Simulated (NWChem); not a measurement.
System: CH₇NO₂Si; SMILES N[Si](C)(O)O

```xyz
12

C      0.6637     1.6393     0.4994
Si     0.0055    -0.0221    -0.0136
N     -1.6076     0.2057    -0.5836
O      1.0748    -0.6758    -1.1090
O     -0.0405    -1.1649     1.2036
H     -0.0228     2.1591     1.1850
H      1.6335     1.5215     1.0059
H      0.8255     2.2840    -0.3789
H     -2.0919    -0.5553    -1.0484
H     -1.8501     1.0893    -1.0181
H      1.2547    -1.6108    -0.9743
H     -0.8291    -1.1284     1.7520
```
Atoms are numbered in this order, from 1.

Program: NWChem. Medium grid unless said otherwise, to which SCAN and Minnesota functionals are sensitive. The geometry was optimised at PBE0/def2-SVP. Not confirmed as a minimum by frequencies. Hybrids' shares of exact exchange are those that their runs print; pure functionals count as 0. The functionals differ in more than this share.

| row | share of exact exchange | orbital gap (eV) |
|---|---|---|
| PBE/def2-SVP | 0.00 | 6.10 |
| r2SCAN/def2-SVP | 0.00 | 7.26 |
| B3LYP/def2-SVP | 0.20 | 7.92 |
| PBE0/def2-SVP | 0.25 | 8.63 |
| M06/def2-SVP | 0.27 | 8.52 |
| MPW1K/def2-SVP | 0.43 | withheld |

Task: Fit a straight line of the last column on the one before it, predict the withheld value, and compare with the run.

Result: 
1. Means of the 5 shown rows: x = 0.144, y = 7.686. Slope Σ(x − x̄)(y − ȳ)/Σ(x − x̄)² = 0.5080/0.07172 = 7.083; intercept 6.666.
2. The shown rows scatter about the line by 0.385 (root mean square); the largest residual is +0.59, at r2SCAN/def2-SVP.
3. At x = 0.43 (MPW1K/def2-SVP; beyond the shown range) the line gives 9.71.
4. The run gives 10.45, +0.74 from the line, 1.9 times the scatter.
